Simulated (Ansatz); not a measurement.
Computed with Ansatz on PBE0-D4/def2-TZVP structures; ΔE is electronic, products minus reactants. CBS: MP2 limit from def2 TZ/QZ plus the TZ coupled-cluster correction, frozen cores. This one scheme is used for every species. Functionals use def2-TZVPP. B3LYP here is the variant with VWN-RPA as its local correlation; programs differ in this. HSE06 is defined as in plane-wave codes. For Ge outer-core shells are correlated without core-valence functions, which leaves a few kJ/mol of doubt a bond. Scalar relativity is left out up to krypton. Each species was taken in one conformer, which may not be the lowest.

Reaction (germylene formation by 1,1-elimination): `[NH2][GeH]([OH])[CH2]F` → fluoromethane + `[NH2][Ge][OH]`

`[NH2][GeH]([OH])[CH2]F`:

```xyz
11

N    -1.253   -0.658   -0.899
Ge   -0.453    0.309    0.422
O    -0.527   -0.636    1.928
C     1.429    0.556   -0.133
F     1.754   -0.379   -1.110
H    -0.685   -0.811   -1.719
H    -2.196   -0.414   -1.157
H    -1.149    1.635    0.773
H    -0.613   -1.573    1.730
H     2.102    0.415    0.717
H     1.591    1.554   -0.551
```

`CF`:

Z-matrix (Å, degrees):
```
C
F 1 1.376
H 1 1.092 2 109.1
H 1 1.092 2 109.1 3 -120.0
H 1 1.092 2 109.1 3 120.0
```

`[NH2][Ge][OH]`:

Cartesian coordinates in Å:
```
N -0.054 -0.340 -0.903
Ge -0.768 1.074 0.011
O -0.028 0.785 1.619
H -0.267 -0.489 -1.877
H 0.571 -1.047 -0.545
H 0.546 0.018 1.695
```

```tsv
level	ΔE (kJ/mol)	difference from CCSD(T)/CBS
LDA (SPW92)	32.3	20.6
revPBE-D4	-3.2	-14.9
B3LYP-D4	-7.8	-19.5
ωB97M-V	6.2	-5.5
PBE	-6.5	-18.2
revPBE	-21.9	-33.6
BLYP	-39.9	-51.6
B3LYP	-20.3	-32.0
r2SCAN0	21.7	10.0
HSE06	10.5	-1.2
BHLYP	-0.6	-12.3
CAM-B3LYP	-1.5	-13.2
RPA@PBE/def2-TZVPP	12.5	0.8
CCSD(T)/def2-SVP	13.1	1.4
MP2/def2-TZVPP	27.5	15.8
MP2/def2-QZVPP	20.6	8.9
CCSD(T)/CBS	11.7	0
```

Largest T1 diagnostic among the species: 0.014.

From PBE to PBE0 (25 % exact exchange), in def2-TZVPP and without D4, ΔE moves by +16.8 kJ/mol. The D4 term adds +12.5 kJ/mol with B3LYP and +7.0 kJ/mol with PBE0; it sums over pairs of atoms, weighted by their polarisabilities, and B3LYP, whose exchange is more repulsive, gets the larger term.
